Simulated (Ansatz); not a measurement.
`FC(Cl)(Cl)Br` + HBr → `FC(Cl)(Br)Br` + HCl  (substitution at a C–Cl bond)

Gas-phase electronic energies from Ansatz, PBE0-D4/def2-TZVP geometries. CCSD(T)/CBS is the MP2 limit (def2-TZVPP, def2-QZVPP) plus CCSD(T) − MP2 in def2-TZVPP, frozen cores. This one scheme is used for every species. Functionals use def2-TZVPP. HSE06 is defined as in plane-wave codes. For Br outer-core shells are correlated without core-valence functions, which leaves a few kJ/mol of doubt a bond. Scalar relativity is left out up to krypton.

`FC(Cl)(Cl)Br`:

```xyz
5

F    -0.854   -0.620   -0.937
C    -0.039   -0.068   -0.040
Cl   -0.571   -0.534    1.567
Cl    1.595   -0.638   -0.340
Br   -0.131    1.859   -0.249
```

HBr:

```xyz
2

Br    0.700    0.017   -0.121
H    -0.700   -0.017    0.121
```

`FC(Cl)(Br)Br`:

Z-matrix (Å, degrees):
```
C
F 1 1.331
Br 1 1.936 2 108.2
Br 1 1.936 2 108.2 3 -119.6
Cl 1 1.752 2 108.8 3 120.2
```

HCl:

Cartesian coordinates in Å:
```
Cl 0.155 0.456 -0.421
H -0.155 -0.456 0.421
```

(1) Is it downhill or uphill in electronic energy at CCSD(T)/CBS, and by how much? (Estimate.)

(2) What do these levels give: BLYP-D4, PBE0-D4, HSE06-D4, r2SCAN0, MP2/def2-SVP, HF/CBS(def2)? (An estimate is asked.)

Largest T1 diagnostic among the species: 0.010.

Answers

(1) Ansatz gave: Nearly level: ΔE = -0.03 eV.

(2) The calculation gave: BLYP-D4 -0.03, PBE0-D4 0.00, HSE06-D4 0.00, r2SCAN0 0.02, MP2/def2-SVP 0.07, HF/CBS(def2) 0.05 eV.

Leaving LDA and LC-ωPBE aside and taking each functional with its dispersion term where it has one, the values, not all of them listed here, spread over 0.04 eV, from BLYP-D4 to CAM-B3LYP-D4. In def2-TZVPP, CCSD(T) changes the Hartree–Fock value by −0.08 eV (the triples alone add −0.01 eV) and MP2 by −0.10 eV. At CCSD(T), def2-SVP lies +0.12 eV from the extrapolated value and def2-TZVPP −0.00 eV.
